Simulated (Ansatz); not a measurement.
The same molecule with X = O, S, Se. Ansatz, PBE0-D4/def2-TZVP geometries, multiplicity 1. Each molecule was computed in one conformer, which needn't be the lowest.

Elements past krypton have def2 core potentials. Scalar relativity is left out up to krypton.

```csv
X,molecule,mean X–H bond length / Å,mean X–Hf bond length / Å,HOMO–LUMO gap (B3LYP/def2-TZVPP) / eV,LUMO energy (PBE/def2-TZVPP) / eV,zero-point energy (PBE0-D4/def2-TZVP) / kJ/mol
S,`[F][Hf]([F])([F])[SH]`,1.348,2.440,6.29,-2.27,37.9
Se,`[F][Hf]([F])([F])[SeH]`,1.474,2.578,5.74,-2.34,35.0
```

Question: Give the row for X = O, `[OH][Hf]([F])([F])[F]`. (An estimate is asked.)

Answer: Computed: 
```tsv
X	molecule	mean X–H bond length / Å	mean X–Hf bond length / Å	HOMO–LUMO gap (B3LYP/def2-TZVPP) / eV	LUMO energy (PBE/def2-TZVPP) / eV	zero-point energy (PBE0-D4/def2-TZVP) / kJ/mol
O	`[OH][Hf]([F])([F])[F]`	0.951	1.901	9.00	-1.31	47.7
```

From O to Se the mean X–H bond length rises at each step, by 0.523 Å in all; the mean X–Hf bond length rises at each step, by 0.677 Å in all; the HOMO–LUMO gap (B3LYP/def2-TZVPP) falls at each step, by 3.26 eV in all; the LUMO energy (PBE/def2-TZVPP) falls at each step, by 1.03 eV in all; the zero-point energy (PBE0-D4/def2-TZVP) falls at each step, by 12.7 kJ/mol in all. Bonds lengthen as the atom grows down the group.

B3LYP here is the variant with VWN-RPA as its local correlation; programs differ in this.

Spin–orbit coupling is left out; it splits and shifts lone-pair levels of the heavy atoms by tenths of an eV.
